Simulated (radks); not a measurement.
Ionisation of neutral cerium, [Xe] 4f1 5d1 6s2, to [Xe] 4f1 5d2 as the strength of local exchange is varied. All-electron calculation, Dirac Kohn-Sham, Slater X-alpha exchange (alpha = 2/3 is LDA exchange), no correlation, spin-unpolarised, spherical densities, point nucleus; open shells fill j = l - 1/2 first. Program: a radial shooting solver on a logarithmic mesh with Libxc functionals.

alpha  E(Ce) (hartree)  exchange (hartree)  IE (eV)  -e of the level emptied (eV)  <r> of it (bohr)
0.667       -8853.1094           -197.8267    5.784                 3.061 (6s1/2)             4.425
0.688       -8859.3400           -204.1931    5.804                 3.149 (6s1/2)             4.399
0.698       -8862.3084           -207.2277    5.814                 3.191 (6s1/2)             4.387
0.777       -8885.7923           -231.2672    5.877                 3.535 (6s1/2)             4.290
0.964       -8941.6175           -288.6393    5.961                 4.416 (6s1/2)             4.077
0.998       -8951.8032           -299.1413    5.967                 4.585 (6s1/2)             4.041
1.049       -8967.1023           -314.9350    5.969                 4.844 (6s1/2)             3.988

NIST Atomic Spectra Database: 5.539 eV (measured). The central value is not met in this range of alpha. Spin polarisation and multiplet splitting are left out, so open shells lie too high by an amount that depends on their filling.

Beside tabulated values, note that spin-unpolarised runs miss the spin-polarisation part of the exchange energy of open shells.
